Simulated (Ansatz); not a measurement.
Consider the silylene formation by 1,1-elimination: `CN[SiH](N)S` → `CNN` + `[SiH]S`.

Program: Ansatz. Geometries: PBE0-D4/def2-TZVP. ΔE: electronic, gas phase. CCSD(T)/CBS is the MP2 limit (def2-TZVPP, def2-QZVPP) plus CCSD(T) − MP2 in def2-TZVPP, frozen cores. This one scheme is used for every species. DFT in def2-TZVPP. One conformer a species, not always the lowest.

| level | ΔE (kcal/mol) |
| --- | --- |
| PBE0-D4 | 105.9 |
| ωB97X-V | 107.6 |
| PBE | 97.6 |
| SCS-MP2/def2-TZVPP | 109.1 |

**Question.** What does CCSD(T)/CBS give? (Best estimate.)

**Answer.** Computed: +108.0 kcal/mol. The listed levels differ from it by -2.1, -0.4, -10.4, 1.1 kcal/mol.

Largest T1 diagnostic among the species: 0.016.

The D4 term adds +4.7 kcal/mol with B3LYP and +2.6 kcal/mol with PBE0; it sums over pairs of atoms, weighted by their polarisabilities, and B3LYP, whose exchange is more repulsive, gets the larger term. From PBE to PBE0 (25 % exact exchange), in def2-TZVPP and without D4, ΔE moves by +5.7 kcal/mol.

B3LYP here is the variant with VWN-RPA as its local correlation; programs differ in this.
